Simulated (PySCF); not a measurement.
Compound: SnEt(NCO)3, C5H5N3O3Sn.
Structure used (PBE0-D3(BJ)/def2-SVP), in Å, numbered top down from 1:
```
atom  x, y, z in Å
Sn1   -0.187   -0.304   -0.155
C2    -0.154   -0.178    1.958
C3     0.576    1.072    2.429
H4     0.321   -1.103    2.317
H5    -1.205   -0.198    2.285
H6     0.592    1.115    3.529
H7     1.620    1.091    2.082
H8     0.087    1.990    2.069
N9     1.686   -0.269   -0.888
C10    2.457   -0.265   -1.815
O11    3.250   -0.259   -2.671
N12   -1.134    1.292   -0.944
C13   -1.640    1.767   -1.932
O14   -2.144    2.280   -2.850
N15   -1.079   -1.944   -0.896
C16   -1.378   -2.673   -1.807
O17   -1.696   -3.414   -2.651
```

Level of theory: TDDFT CAM-B3LYP/def2-SVPD, vertical, gas phase, core orbitals frozen in the response, def2 core potentials past Kr (PySCF). Spin–orbit coupling is left out.

Task: List the vertical singlet excitations with oscillator strengths and describe the spectrum.

Result: 

```tsv
state	E (eV)	ν̃ (cm⁻¹)	f	main configurations (H = HOMO, L = LUMO)
S1	6.31	50880	0.0016	H→L (82%)
S2	6.54	52750	0.048	H-1→L (66%)
S3	6.57	53020	0.056	H-2→L (68%)
S4	6.75	54480	0.018	H-3→L (56%), H-2→L (11%)
S5	6.84	55140	0.013	H-4→L (63%)
S6	7.14	57580	0.024	H-5→L (43%)
S7	7.22	58190	0.011	H-2→L+2 (24%), H→L+1 (18%), H-1→L+3 (9%)
S8	7.30	58890	0.030	H-2→L+1 (31%), H-1→L+2 (14%), H→L+2 (12%)
S9	7.33	59140	0.0062	H→L+1 (28%), H-2→L+2 (13%)
S10	7.37	59410	0.031	H-1→L+1 (24%), H→L+3 (13%), H-1→L+3 (13%)
```

Triplets, Tamm–Dancoff:

| state | E (eV) | λ (nm) | main configurations (H = HOMO, L = LUMO) |
| --- | --- | --- | --- |
| T1 | 5.93 | 209.1 | H-2→L (42%), H-1→L (25%) |
| T2 | 5.95 | 208.2 | H-1→L (44%), H-2→L (15%), H→L (15%) |
| T3 | 5.97 | 207.5 | H→L (57%), H-2→L (16%) |
| T4 | 6.26 | 198.2 | H-5→L (42%), H-3→L (22%) |

The lowest singlet comes at 197 nm (609 kJ/mol) in the vacuum ultraviolet; it is very weak; its leading configuration is HOMO→LUMO (82%). The most intense listed level is S3 at 6.57 eV (189 nm, f = 0.056), 0.27 eV above S1. Löwdin shares by element: HOMO nitrogen 50%, oxygen 12% or more (atoms not listed hold the other 38%); LUMO tin 24%, nitrogen 24% or more, carbon 11% or more (atoms not listed hold the other 41%). Weighted by f, the mean energy of these states is 6.89 eV. Orbital energies (eV): HOMO-3 -10.61, HOMO-2 -10.21, HOMO-1 -10.20, HOMO -10.14, LUMO -0.41, LUMO+1 0.34, LUMO+2 0.63. The window holds the lowest 10 singlets.

One conformer stands for the species.
